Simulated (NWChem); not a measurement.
System: InH, singlet; SMILES [InH]

Input file for NWChem:

```
start job
memory heap 200 mb stack 700 mb global 900 mb
geometry units angstroms noautosym nocenter noautoz
  In     0.000000     0.000000    -0.014080
  H      0.000000     0.000000    -1.877363
end
basis spherical
  * library def2-svp
end
ecp
  In library def2-ecp
end
dft
  xc slater vwn_5
  iterations 150
end
tddft
  nroots 8
  notriplet
end
task tddft energy
```

Parts of the log:

```
             Northwest Computational Chemistry Package (NWChem) 7.3.0
             --------------------------------------------------------

                             Geometry "geometry" -> ""
                             -------------------------

 Output coordinates in angstroms (scale by  1.889725989 to convert to a.u.)

  No.       Tag          Charge          X              Y              Z
 ---- ---------------- ---------- -------------- -------------- --------------
    1 In                  49.0000     0.00000000     0.00000000    -0.01408000
    2 H                    1.0000     0.00000000     0.00000000    -1.87736300

 Effective nuclear repulsion energy (a.u.)      13.9161282537

                                 NWChem DFT Module
                                 -----------------

 Summary of "ao basis" -> "ao basis" (spherical)
 ------------------------------------------------------------------------------
       Tag                 Description            Shells   Functions and Types
 ---------------- ------------------------------  ------  ---------------------
 In                         def2-svp                10       26   4s4p2d
 H                          def2-svp                 3        5   2s1p

            General Information
            -------------------
          SCF calculation type: DFT
          Wavefunction type:  closed shell.
          No. of atoms     :     2
          No. of electrons :    22
           Alpha electrons :    11
            Beta electrons :    11
          Charge           :     0
          Spin multiplicity:     1
          Use of symmetry is: off; symmetry adaption is: off
          Maximum number of iterations: 150
          AO basis - number of functions:    31
                     number of shells:    13
          Convergence on energy requested:  1.00D-06
          Convergence on density requested:  1.00D-05
          Convergence on gradient requested:  5.00D-04

              XC Information
              --------------
                        Slater Exchange Functional  1.000 local
                      VWN V Correlation Functional  1.000 local

             Grid Information
             ----------------
          Grid used for XC integration:  medium
          Radial quadrature: Mura-Knowles
          Angular quadrature: Lebedev.
          Tag              B.-S. Rad. Rad. Pts. Rad. Cut. Ang. Pts.
          ---              ---------- --------- --------- ---------
          In                  1.55      123           8.0       590
          H                   0.35       45           9.0       434
          Grid pruning is: on
          Number of quadrature shells:   168
          Spatial weights used:  Erf1

      Superposition of Atomic Density Guess
      -------------------------------------

 Sum of atomic energies:        -218.54958091

      Non-variational initial energy
      ------------------------------

 Total energy =    -189.597571
 1-e energy   =    -347.173065
 2-e energy   =     151.611439
 HOMO         =      -0.193276
 LUMO         =      -0.009674

   convergence    iter        energy       DeltaE   RMS-Dens  Diis-err
 ---------------- ----- ----------------- --------- --------- ---------
 d= 0,ls=0.0,diis     1   -190.3502025000 -1.96D+02  3.62D-02  9.08D-02
 d= 0,ls=0.0,diis     2   -190.3617038146 -1.15D-02  1.52D-02  5.40D-02
 d= 0,ls=0.0,diis     3   -190.3767800020 -1.51D-02  4.50D-03  4.85D-03
 d= 0,ls=0.0,diis     4   -190.3781643508 -1.38D-03  8.66D-04  2.46D-04
 d= 0,ls=0.0,diis     5   -190.3782143559 -5.00D-05  1.94D-04  1.39D-05
  Resetting Diis
 d= 0,ls=0.0,diis     6   -190.3782164122 -2.06D-06  1.28D-05  5.55D-08
 d= 0,ls=0.0,diis     7   -190.3782164273 -1.51D-08  4.02D-06  9.30D-10

         Total DFT energy =     -190.378216427283
      One electron energy =     -347.162699712467
           Coulomb energy =      167.489659367274
    Exchange-Corr. energy =      -16.669231047972
 Nuclear repulsion energy =        5.964054965882

 Numeric. integr. density =       22.000002985577

                       DFT Final Molecular Orbital Analysis
                       ------------------------------------

[...]

                                NWChem TDDFT Module
                                -------------------

            General Information
            -------------------
           No. of orbitals :      62
            Alpha orbitals :      31
             Beta orbitals :      31
        Alpha frozen cores :       0
         Beta frozen cores :       0
     Alpha frozen virtuals :       0
      Beta frozen virtuals :       0
         Spin multiplicity :       1
    Number of AO functions :      31
        Use of symmetry is : off
      Symmetry adaption is : off
         Schwarz screening :  0.10D-07

              XC Information
              --------------
                 Slater Exchange Functional   1.00 local
               VWN V Correlation Functional   1.00 local

             TDDFT Information
             -----------------
          Calculation type : TDDFT
         Wavefunction type : Restricted singlets
          No. of electrons :      22
           Alpha electrons :      11
            Beta electrons :      11
              No. of roots :       8
          Max subspacesize :    5600
            Max iterations :     100
               Target root :       1
           Target symmetry : none
      Symmetry restriction : off
                 Algorithm : Optimal
        Davidson threshold :  0.10D-03

    8 smallest eigenvalue differences (eV)
--------------------------------------------------------
  No. Spin  Occ  Vir  Irrep   E(Occ)    E(Vir)   E(Diff)
--------------------------------------------------------
    1    1   11   12 a        -0.179    -0.097     2.233
    2    1   11   13 a        -0.179    -0.097     2.233
    3    1   11   14 a        -0.179     0.033     5.763
    4    1   10   12 a        -0.339    -0.097     6.607
    5    1   10   13 a        -0.339    -0.097     6.607
    6    1   11   15 a        -0.179     0.117     8.031
    7    1   11   16 a        -0.179     0.159     9.197
    8    1   11   17 a        -0.179     0.160     9.210
--------------------------------------------------------

  Entering Davidson iterations
  Restricted singlet excited states

  Iter   NTrls   NConv    DeltaV     DeltaE      Time
  ----  ------  ------  ---------  ---------  ---------
    1      8       0     0.17E+00   0.10+100        0.6
    2     16       0     0.11E+00   0.15E-01        0.6
    3     32       0     0.35E-01   0.48E-01        0.8
    4     48       2     0.18E-02   0.16E-03        1.0
    5     60       4     0.36E-03   0.62E-06        0.7
    6     68       7     0.11E-03   0.20E-07        0.6
    7     70       8     0.89E-04   0.10E-08        0.4
  ----  ------  ------  ---------  ---------  ---------
  Convergence criterion met

  Ground state a        -190.378216427283 a.u.

  ----------------------------------------------------------------------------
  Root   1 singlet a              0.094267761 a.u.                2.5652 eV
  ----------------------------------------------------------------------------
     Transition Moments    X  0.50460   Y  0.16650   Z -0.00000
     Dipole Oscillator Strength                    0.0177439760
     Electric Quadrupole                           0.0000000299
     Magnetic Dipole                               0.0000014097
     Total Oscillator Strength                     0.0177454156

     Occ.   10  a   ---  Virt.   12  a    0.08136 X
     Occ.   11  a   ---  Virt.   12  a   -0.97095 X
     Occ.   11  a   ---  Virt.   12  a    0.06719 Y
     Occ.   11  a   ---  Virt.   13  a    0.23351 X
  ----------------------------------------------------------------------------
  Root   2 singlet a              0.094267761 a.u.                2.5652 eV
  ----------------------------------------------------------------------------
     Transition Moments    X -0.16650   Y  0.50460   Z  0.00000
     Dipole Oscillator Strength                    0.0177439774
     Electric Quadrupole                           0.0000000299
     Magnetic Dipole                               0.0000014097
     Total Oscillator Strength                     0.0177454170

     Occ.   10  a   ---  Virt.   13  a    0.08136 X
     Occ.   11  a   ---  Virt.   12  a   -0.23351 X
     Occ.   11  a   ---  Virt.   13  a   -0.97095 X
     Occ.   11  a   ---  Virt.   13  a    0.06719 Y
  ----------------------------------------------------------------------------
  Root   3 singlet a              0.266895436 a.u.                7.2626 eV
  ----------------------------------------------------------------------------
     Transition Moments    X -0.00000   Y  0.00000   Z -1.90995
     Dipole Oscillator Strength                    0.6490711911
     Electric Quadrupole                           0.0000000014
     Magnetic Dipole                               0.0000000000
     Total Oscillator Strength                     0.6490711925

     Occ.   10  a   ---  Virt.   14  a    0.10115 X
     Occ.   10  a   ---  Virt.   15  a    0.05824 X
     Occ.   11  a   ---  Virt.   14  a    0.93884 X
     Occ.   11  a   ---  Virt.   14  a   -0.10806 Y
     Occ.   11  a   ---  Virt.   15  a    0.22026 X
     Occ.   11  a   ---  Virt.   16  a   -0.24570 X
     Occ.   11  a   ---  Virt.   23  a    0.05936 X
     Occ.   11  a   ---  Virt.   24  a   -0.05696 X
  ----------------------------------------------------------------------------
  Root   4 singlet a              0.283240850 a.u.                7.7074 eV
  ----------------------------------------------------------------------------
     Transition Moments    X -1.39687   Y -0.36720   Z -0.00000
     Dipole Oscillator Strength                    0.3939095487
     Electric Quadrupole                           0.0000000011
     Magnetic Dipole                               0.0000000640
     Total Oscillator Strength                     0.3939096138

[...]
```

Level: LDA (Slater exchange, VWN5)/def2-SVP with def2 effective core potentials on In, full TDDFT. Low-valent species are run as closed-shell singlets; no triplet was tried in these runs. Structure relaxed at the PBE0/def2-SVP level. def2 effective core potentials on In; no spin-orbit coupling.
